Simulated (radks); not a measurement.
Task: Radial electron density D(r) = 4 pi r^2 rho(r) of an atom or ion with 41 electrons. Calculated with a radial shooting solver on a logarithmic mesh with Libxc functionals: Dirac Kohn-Sham, PBEsol, spin-unpolarised, spherical densities, finite nucleus; Fermi nuclear charge, rms radius of each element as measured or else 0.836 A^(1/3) + 0.57 fm.

```
   r/bohr * D(r) (the largest magnitude, 64.1, reaches the edge; | marks zero)
 0.004741 |         *
 0.006223 |              *
 0.008168 |                    *
  0.01081 |                            *
  0.01419 |                                    *
  0.01862 |                                          *
  0.02444 |                                             *
  0.03234 |                                           *
  0.04245 |                                       *
  0.05572 |                                      *
  0.07372 |                                             *
  0.09676 |                                                      *
    0.127 |                                                     *
    0.168 |                                         *
   0.2206 |                                  *
   0.2895 |                                       *
   0.3831 |                                        *
   0.5028 |                          *
     0.66 |            *
   0.8733 |         *
    1.146 |         *
    1.505 |     *
    1.991 |  *
    2.613 |*
     3.43 *
    4.538 *
    5.957 *
```

What is the nuclear charge?

Result: Z = 42. The innermost maximum, from 1s, lies near gamma/Z bohr with gamma = sqrt(1 - (Z/c)^2) = 0.952, here 0.0227 bohr (found: 0.0248), and its height grows with Z. The density is that of the molybdenum ion Mo+ in [Kr] 4d5; the configuration itself is not fixed sharply by these data, and Z only to a few units. D(r) has 4 maxima, at r = 0.0248, 0.109, 0.340, 1.01 bohr, and minima at 0.0498, 0.221, 0.846 bohr, inside which lie 2.05, 11.14, 29.31 electrons.
